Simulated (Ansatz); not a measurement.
Pulling on the P1–P2 bond in H4P2 (SMILES PP) (multiplicity 1 held, fragments rigid). Energies count from the point at 2.250 Å.
Geometry at that point (charge 0, multiplicity 1):
| atom | x (Å) | y (Å) | z (Å) |
|---|---|---|---|
| P | -0.9893 | -0.5359 | 0.0073 |
| P | 0.9893 | 0.5359 | -0.0073 |
| H | -1.5276 | 0.2516 | -1.0454 |
| H | -1.5450 | 0.3115 | 1.0028 |
| H | 1.5450 | -0.3115 | -1.0028 |
| H | 1.5276 | -0.2516 | 1.0454 |

Signs of static correlation in cc-pV(T+d)Z, from Ansatz (a first-principles code) runs.

```json
[
 {"R (Å)": "1.800", "T1 of restricted CCSD": "0.014", "⟨S²⟩ of UHF": "0.000", "largest double amplitude of restricted CCSD": "0.037"},
 {"R (Å)": "2.025", "T1 of restricted CCSD": "0.014", "⟨S²⟩ of UHF": "0.000", "largest double amplitude of restricted CCSD": "0.034"},
 {"R (Å)": "2.250", "T1 of restricted CCSD": "0.014", "⟨S²⟩ of UHF": "0.000", "largest double amplitude of restricted CCSD": "0.053"},
 {"R (Å)": "2.475", "T1 of restricted CCSD": "0.014", "⟨S²⟩ of UHF": "0.000", "largest double amplitude of restricted CCSD": "0.083"},
 {"R (Å)": "2.700", "T1 of restricted CCSD": "0.015", "⟨S²⟩ of UHF": "0.242", "largest double amplitude of restricted CCSD": "0.127"},
 {"R (Å)": "3.038", "T1 of restricted CCSD": "0.018", "⟨S²⟩ of UHF": "0.737", "largest double amplitude of restricted CCSD": "(withheld)"},
 {"R (Å)": "3.375", "T1 of restricted CCSD": "0.022", "⟨S²⟩ of UHF": "0.916", "largest double amplitude of restricted CCSD": "(withheld)"},
 {"R (Å)": "3.938", "T1 of restricted CCSD": "0.028", "⟨S²⟩ of UHF": "1.010", "largest double amplitude of restricted CCSD": "0.459"},
 {"R (Å)": "4.501", "T1 of restricted CCSD": "0.031", "⟨S²⟩ of UHF": "1.032", "largest double amplitude of restricted CCSD": "0.585"},
 {"R (Å)": "5.176", "T1 of restricted CCSD": "0.030", "⟨S²⟩ of UHF": "1.038", "largest double amplitude of restricted CCSD": "0.681"},
 {"R (Å)": "6.076", "T1 of restricted CCSD": "0.027", "⟨S²⟩ of UHF": "1.039", "largest double amplitude of restricted CCSD": "0.741"},
 {"R (Å)": "7.201", "T1 of restricted CCSD": "0.026", "⟨S²⟩ of UHF": "1.039", "largest double amplitude of restricted CCSD": "0.769"}
]
```

Some entries are withheld; supply them.


- 3.038, largest double amplitude of restricted CCSD: 0.210
- 3.375, largest double amplitude of restricted CCSD: 0.303

Doubts at one or more of the structures used: a restricted determinant that unrestricted orbitals would lower (R-CCSD(T)/cc-pV(T+d)Z); other coupled-cluster roots lie near (R-CCSD(T)/cc-pV(T+d)Z); a spin-contaminated determinant (U-CCSD(T)/cc-pV(T+d)Z); T1 above 0.05 (U-CCSD(T)/cc-pV(T+d)Z).
